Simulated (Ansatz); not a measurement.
Start from `[F][Ge]([F])([Cl])[Cl]` and change one atom or group to get `[F][Ge]([F])([SiH3])[Cl]`.

Ansatz, PBE0-D4/def2-TZVP geometries, multiplicity 1. 

Scalar relativity is left out up to krypton.

```csv
property,`[F][Ge]([F])([Cl])[Cl]`
size of the dipole moment (PBE/def2-TZVPP) / D,1.13
HOMO energy (PBE0/def2-TZVPP) / eV,-10.14
LUMO energy (ωB97M-V/def2-TZVPP) / eV,0.27
HOMO–LUMO gap (ωB97M-V/def2-TZVPP) / eV,12.67
size of the dipole moment (ωB97M-V/def2-TZVPP) / D,1.23
"ideal-gas entropy at 298 K and 1 bar (rigid rotor, harmonic PBE0-D4/def2-TZVP) / J/(mol·K)",341
```

(1) Give the same properties after the change, and the shifts. (Best estimate.)

Answers

(1) Ansatz gave: 
| property | `[F][Ge]([F])([SiH3])[Cl]` | shift |
| --- | --- | --- |
| size of the dipole moment (PBE/def2-TZVPP) / D | 3.46 | 2.33 |
| HOMO energy (PBE0/def2-TZVPP) / eV | -9.21 | 0.93 |
| LUMO energy (ωB97M-V/def2-TZVPP) / eV | 0.86 | 0.59 |
| HOMO–LUMO gap (ωB97M-V/def2-TZVPP) / eV | 12.14 | -0.53 |
| size of the dipole moment (ωB97M-V/def2-TZVPP) / D | 3.70 | 2.47 |
| ideal-gas entropy at 298 K and 1 bar (rigid rotor, harmonic PBE0-D4/def2-TZVP) / J/(mol·K) | 381 | 40 |

With PBE0 the HOMO rises by 0.93 eV and the LUMO rises by 0.88 eV, so the gap narrows by about 0.05 eV. PBE moves the HOMO by 0.74 eV and ωB97M-V by 1.13 eV. The zero-point energy changes by 61.4 kJ/mol with +9 modes. Dipoles are sizes alone; their direction can turn.
